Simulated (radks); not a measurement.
The numbers below are computed, except where a source is named.
Neutral xenon inside a hard spherical wall (all orbitals vanish at R), configuration held at [Xe] and not refilled when levels cross. Level of theory: scalar-relativistic Kohn-Sham, PBE, spin-unpolarised, spherical densities, point nucleus (a radial shooting solver on a logarithmic mesh with Libxc functionals). Eigenvalues in eV, with the zero of energy where the potential of the charges vanishes at infinity; a dash marks a level that is unbound or too diffuse for the functional's potential to be trusted. A positive occupied level is held by the wall or, in an anion where self-interaction has pushed it up, behind a barrier. The pressure on the wall is -dE/dV.

| R (bohr) | E (hartree) | kinetic (hartree) | e(4p) | e(4d) | e(5s) | e(5p) | e(6s, empty) | e(5d, empty) | pressure (GPa) |
|---|---|---|---|---|---|---|---|---|---|
| free | -7447.30127 | 7831.856 | -141.27 | -59.383 | -19.742 | -8.235 | - | - | 0 |
| 20 | -7447.30127 | 7831.856 | -141.27 | -59.383 | -19.742 | -8.235 | - | - | < 0.0001 |
| 6 | -7447.28314 | 7832.003 | -140.62 | -58.746 | -19.229 | -7.720 | 4.462 | 4.683 | 1.82 |
| 4 | -7446.86616 | 7834.312 | -134.83 | -53.075 | -14.814 | -2.675 | 24.953 | 14.313 | 106 |
| 3 | -7444.84073 | 7842.948 | -121.97 | -40.702 | -3.117 | 11.652 | 72.052 | 36.061 | 1170 |
| 2.5 | -7440.92613 | 7857.601 | -107.69 | -27.093 | 14.170 | 32.684 | 133.57 | 65.076 | 4770 |
| 1.5 | -7380.27030 | 8052.840 | -10.946 | 73.611 | 220.31 | 262.46 | 655.59 | 325.49 | 198000 |
